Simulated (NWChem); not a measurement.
## Basis-set convergence for Cl$_{2}$Si

```xyz
3

Si     0.0000     0.0000    -0.9417
Cl    -1.6401     0.0000     0.3877
Cl     1.6401     0.0000     0.3877
```
Charge 0, spin multiplicity 1.

Program: NWChem. The geometry was optimised at PBE/def2-SVP, a minimum by its harmonic frequencies.

Quantity: LUMO energy at the level PBE.

The Pople sets run with spherical d functions. The structure started from a generated list of species.

```
basis        functions  LUMO energy (eV)
-----------  ---------  ----------------
3-21G               39               [?]
cc-pVDZ             54             -3.71
6-31G*              54             -3.85
pcseg-1             54             -3.96
6-31+G*             66             -3.96
aug-pcseg-1         81               [?]
cc-pVTZ            102             -3.75
def2-TZVP          111             -3.73
def2-TZVPP         126             -3.73
cc-pVQZ            177               [?]
```

Some entries are withheld; supply them.


- 3-21G, LUMO energy (eV): -4.22
- aug-pcseg-1, LUMO energy (eV): -3.89
- cc-pVQZ, LUMO energy (eV): -3.78
